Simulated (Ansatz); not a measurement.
BH3BrF, closed shell: a relaxation.

Input (in.yaml):

```yaml
crystal:
  periodic: [false, false, false]
  atoms:
    - {symbol: B, position_ang: [-0.253234, 0.236473, -0.435880]}
    - {symbol: F, position_ang: [1.205089, -0.018931, 0.411758]}
    - {symbol: H, position_ang: [-0.089126, -0.306785, -1.493572]}
    - {symbol: H, position_ang: [-0.455171, 1.416332, -0.345055]}
    - {symbol: H, position_ang: [0.779989, -0.436472, 0.904865]}
    - {symbol: Br, position_ang: [-1.187647, -0.890617, 0.957784]}
basis:
  gaussian: {orbitals: def2-TZVP}
hamiltonian: {xc: pbe0, dispersion: d4}
relax: {f_tol: 0.005, max_steps: 200}
```

Launched with

```bash
ansatz run in.yaml --threads 2 --pin off --events-out ev --progress --plain --max-ram 4352MiB
```

The run's output (Ansatz 0.2.0):

```
Functional definition: PBE0
  name "PBE0"
  cite "Adamo & Barone, J. Chem. Phys. 110, 6158 (1999) doi:10.1063/1.478522"
  cite "Perdew, Burke & Ernzerhof, Phys. Rev. Lett. 77, 3865 (1996) doi:10.1103/PhysRevLett.77.3865"
  parent pbe
  parameter a = 0.25
  parameter kappa = 0.804
  parameter beta = 0.06672455060314922
  exchange = (1 - a)*pbe_x(kappa = kappa, mu = beta*pi^2/3) + a*exact_x
  correlation = pbe_c(beta = beta)
870 factors; their error is unknown
mean field evaluation 1: about -73475.0474 eV, gradient 2.9e1 eV
mean field evaluation 2: about -73474.8250 eV, gradient 3.2e1 eV
mean field evaluation 4: about -73476.4635 eV, gradient 1.1e0 eV
mean field evaluation 8: about -73476.9083 eV, gradient 8.9e-2 eV
mean field evaluation 16: about -73476.9083 eV, gradient 1.3e-5 eV
mean field -73476.90827933 eV, -2700.2265748282 hartree, gradient 1.3e-5 eV, S^2 0.000000; 0 other end points of the search recorded, 0 dependent functions left out
the calculation of the forces begins
reference -73476.90830423 eV, -2700.2265757432 hartree; 26, 26 occupied and 102, 102 virtual orbitals, 870 factors
relax step   1: F+E_penalty+E_count = -73476.97805631 eV  Δ(F+E_penalty+E_count) = +0.000e0 eV  max|allowed force component| = 1.147e1 eV/Å  Δτ_max = 0.0000 Å  (26 SCF iters, accepted)
relax step   2: F+E_penalty+E_count = -73478.36670318 eV  Δ(F+E_penalty+E_count) = -1.389e0 eV  max|allowed force component| = 6.829e-1 eV/Å  Δτ_max = 0.1907 Å  (37 SCF iters, accepted)
relax step   3: F+E_penalty+E_count = -73478.42469330 eV  Δ(F+E_penalty+E_count) = -5.799e-2 eV  max|allowed force component| = 1.824e-1 eV/Å  Δτ_max = 0.0863 Å  (29 SCF iters, accepted)
relax step   4: F+E_penalty+E_count = -73478.43116525 eV  Δ(F+E_penalty+E_count) = -6.472e-3 eV  max|allowed force component| = 2.413e-1 eV/Å  Δτ_max = 0.0263 Å  (30 SCF iters, accepted)
relax step   5: F+E_penalty+E_count = -73478.44435165 eV  Δ(F+E_penalty+E_count) = -1.319e-2 eV  max|allowed force component| = 2.560e-1 eV/Å  Δτ_max = 0.0691 Å  (30 SCF iters, accepted)
relax step   6: F+E_penalty+E_count = -73478.44934967 eV  Δ(F+E_penalty+E_count) = -4.998e-3 eV  max|allowed force component| = 1.958e-1 eV/Å  Δτ_max = 0.0744 Å  (28 SCF iters, accepted)
relax step   7: F+E_penalty+E_count = -73478.46220717 eV  Δ(F+E_penalty+E_count) = -1.286e-2 eV  max|allowed force component| = 2.678e-1 eV/Å  Δτ_max = 0.1841 Å  (29 SCF iters, accepted)
relax step   8: F+E_penalty+E_count = -73478.46247115 eV  Δ(F+E_penalty+E_count) = -2.640e-4 eV  max|allowed force component| = 1.479e-1 eV/Å  Δτ_max = 0.1103 Å  (30 SCF iters, accepted)
relax step   9: F+E_penalty+E_count = -73478.46761096 eV  Δ(F+E_penalty+E_count) = -5.140e-3 eV  max|allowed force component| = 5.759e-2 eV/Å  Δτ_max = 0.0448 Å  (30 SCF iters, accepted)
relax step  10: F+E_penalty+E_count = -73478.46904647 eV  Δ(F+E_penalty+E_count) = -1.436e-3 eV  max|allowed force component| = 1.731e-1 eV/Å  Δτ_max = 0.0646 Å  (30 SCF iters, accepted)
relax step  11: F+E_penalty+E_count = -73478.46881106 eV  Δ(F+E_penalty+E_count) = +2.354e-4 eV  max|allowed force component| = 6.281e-2 eV/Å  Δτ_max = 0.0264 Å  (31 SCF iters, rejected (line search))
relax step  12: F+E_penalty+E_count = -73478.47046785 eV  Δ(F+E_penalty+E_count) = -1.421e-3 eV  max|allowed force component| = 4.747e-2 eV/Å  Δτ_max = 0.0127 Å  (29 SCF iters, accepted)
relax step  13: F+E_penalty+E_count = -73478.47080565 eV  Δ(F+E_penalty+E_count) = -3.378e-4 eV  max|allowed force component| = 3.146e-2 eV/Å  Δτ_max = 0.0142 Å  (32 SCF iters, accepted)
relax step  14: F+E_penalty+E_count = -73478.47095791 eV  Δ(F+E_penalty+E_count) = -1.523e-4 eV  max|allowed force component| = 6.323e-3 eV/Å  Δτ_max = 0.0246 Å  (30 SCF iters, accepted)
relax step  15: F+E_penalty+E_count = -73478.47096702 eV  Δ(F+E_penalty+E_count) = -9.116e-6 eV  max|allowed force component| = 3.296e-3 eV/Å  Δτ_max = 0.0050 Å  (30 SCF iters, accepted)
Total energy: -73478.47099232 eV, -2700.2840034713 hartree
Atom 0 at    -0.518543     0.234286    -0.516996 Å, force    -0.001018     0.000260    -0.000744 eV/Å
Atom 1 at     1.497322     0.019404     0.448382 Å, force    -0.001163    -0.002360     0.003173 eV/Å
Atom 2 at    -0.165824    -0.317707    -1.505405 Å, force     0.000351     0.000179     0.000581 eV/Å
Atom 3 at    -0.532703     1.408863    -0.355053 Å, force     0.000509    -0.000472     0.000152 eV/Å
Atom 4 at     1.178341    -0.509842     1.140903 Å, force     0.001537     0.002532    -0.003295 eV/Å
Atom 5 at    -1.458693    -0.835005     0.788069 Å, force    -0.000216    -0.000139     0.000134 eV/Å
Dipole moment:     0.100186    -0.087959     0.163935 e Å

[the SCF lines of later steps are left out]
```

The lines “mean field evaluation” count trial sets of orbitals through the whole run, from several starts and some on an approximate energy, so they need not fall steadily or lie above the final value.

Hardware: 2 CPU threads of an Arm Neoverse V1, shared host. Wall time about 40 s.
